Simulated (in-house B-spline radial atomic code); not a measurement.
# RPA and G0W0 on r2SCAN0: Kr IV (Kr3+)

Configuration [Ar] 3d10 4s2 4p3, highest spin, mean-field start r2SCAN0. Computed with a B-spline radial code for spherical atoms: all electrons, scalar-relativistic (spin-free one-electron X2C), finite nucleus, each spin shell either full or empty, empty states to l = 9 with an (l + 1/2)⁻⁴ tail; G0W0 by contour deformation at full frequency.

Command:
```bash
python run_gw.py task.json out
```
Settings (radii: box in bohr, nucleus in fm):
```
Z                        36
electrons                33
configuration            [Ar] 3d10 4s2 4p3
hamiltonian              x2c
method                   r2scan0
lmax                     9
rms_radius               4.1884
spin_polarised           True
box_radius               14.14
intervals                69
```

Cost of the run: 4.6 s on 1 thread of Arm Neoverse N1 (shared host).

Energies (hartree):

| term | value |
| --- | --- |
| mean-field total | -2787.36824 |
| Hartree-Fock functional on these orbitals | -2785.67116 |
| direct second order | -2.7055 |
| second-order exchange | 0.79336 |
| SOSEX correction | 0.73653 |

(1) What is the RPA correlation energy, and what remains with SOSEX?

Quasi-particle levels (eV):

| level | occupied | mean field | Σx - vxc | Σc | QP weight | G0W0 |
| --- | --- | --- | --- | --- | --- | --- |
| 4p up | yes | -47.03 | -4.05 | ? | ? | ? |
| 4s down | yes | -58.27 | -2.49 | -2.41 | 0.953 | -63.17 |
| 4p down | no | -39.03 | 5.86 | -2.57 | 0.954 | -35.74 |

G0W0 = mean field + (Σx - vxc) + Σc, with Σc (partial-wave tail included) taken at the quasi-particle energy. Only the outer levels were computed. Levels of low weight are left out.

(2) Where does G0W0 put 4p up?

Results:

(1) RPA gives -2.3835 hartree (-1.97 eV per electron); RPA + SOSEX gives -1.647, and the second-order doubles -1.9122 hartree (no singles). SOSEX takes back 31 % of the RPA value.

(2) At -51.52 eV, with Σc = -0.45 eV and a quasi-particle weight of 0.954. The tabulated removal energy is 50.85 ± 0.11 eV (NIST, measured); the calculation leaves out spin-orbit coupling, Breit and QED terms, and what these don't explain is the method's own error.
